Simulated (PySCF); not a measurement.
A side-by-side comparison of computed properties.

First species: C8H13OP.
Geometry (GFN2-xTB, Å), atoms numbered from 1 in this order:
```
atom  x, y, z in Å
C1     3.909   -0.663    0.459
C2     2.812   -0.543   -0.016
P3     1.241   -0.373   -0.837
O4     1.288   -0.689   -2.269
C5     0.775    1.381   -0.512
C6    -0.319    1.609    0.522
C7    -1.697    1.121    0.063
C8    -2.049   -0.314    0.454
C9    -1.278   -1.403   -0.287
C10    0.180   -1.510    0.142
H11    4.862   -0.766    0.893
H12    1.691    1.901   -0.217
H13    0.468    1.778   -1.484
H14   -0.374    2.685    0.708
H15   -0.050    1.133    1.467
H16   -2.456    1.771    0.507
H17   -1.774    1.227   -1.021
H18   -3.113   -0.459    0.251
H19   -1.906   -0.440    1.531
H20   -1.315   -1.216   -1.365
H21   -1.775   -2.359   -0.101
H22    0.302   -1.341    1.211
H23    0.574   -2.504   -0.092
```

Second species: C8H13OP.
Atom-mapped SMILES: `[CH3:1][CH:2]=[P@:3]1([CH3:4])[CH:5]=[CH:6][C:7]([O:8][CH3:9])=[CH:10]1` (hydrogens: H11, H12, H13 on C1; H14 on C2; H15, H16, H17 on C4; H18 on C5; H19 on C6; H20, H21, H22 on C9; H23 on C10)

Cartesian coordinates in Å at the GFN2-xTB level; atoms count from 1:
```xyz
23
C8H13OP angstrom
C     -3.0812    1.1363    1.0223
C     -1.6012    1.2843    0.7499
P     -0.7864   -0.0017   -0.0594
C     -1.5664   -0.2511   -1.6994
C     -0.3889   -1.7218    0.4411
C      0.9388   -1.8369    0.6041
C      1.6952   -0.6776    0.1576
O      3.0381   -0.7849    0.1988
C      3.7841    0.3490   -0.1783
C      0.9426    0.3869   -0.2115
H     -3.3118    0.5257    1.8987
H     -3.5927    0.7079    0.1614
H     -3.4949    2.1291    1.2029
H     -1.0323    1.5685    1.6386
H     -2.4883   -0.8192   -1.5884
H     -0.8846   -0.8016   -2.3459
H     -1.7882    0.7288   -2.1197
H     -1.1098   -2.4490    0.7794
H      1.4617   -2.6937    0.9967
H      4.8315    0.0747   -0.0663
H      3.5553    1.2028    0.4671
H      3.5852    0.6233   -1.2191
H      1.2893    1.3473   -0.5475
```

Levels: PBE0/pcSseg-1 for HOMO energy, LUMO energy and HOMO–LUMO gap. Geometries: GFN2-xTB. Each species is one conformer at its optimised geometry, gas phase, non-relativistic unless stated. Electronic properties by PySCF.

The conformers computed, where there is a choice (atom-mapped SMILES and torsion angles):
- `[CH3:1][CH:2]=[P@:3]1([CH3:4])[CH:5]=[CH:6][C:7]([O:8][CH3:9])=[CH:10]1`: C6–C7–O8–C9 -177°

The conformers of `C#CP1(=O)CCCCCC1` aren't listed.

Values for the first species:

```
HOMO energy   : -7.52 eV
LUMO energy   : -0.12 eV
HOMO–LUMO gap : 7.40 eV
```

Q: Estimate the same properties for the second species, and the change in each.

A: 
```csv
property,first,second,second less first
HOMO energy,-7.52 eV,-4.82 eV,+2.70 eV
LUMO energy,-0.12 eV,-1.53 eV,-1.41 eV
HOMO–LUMO gap,7.40 eV,3.29 eV,-4.11 eV
```

On the first:  GFN2-xTB frequencies show an imaginary mode (36i cm⁻¹), so this geometry is no minimum at that level.

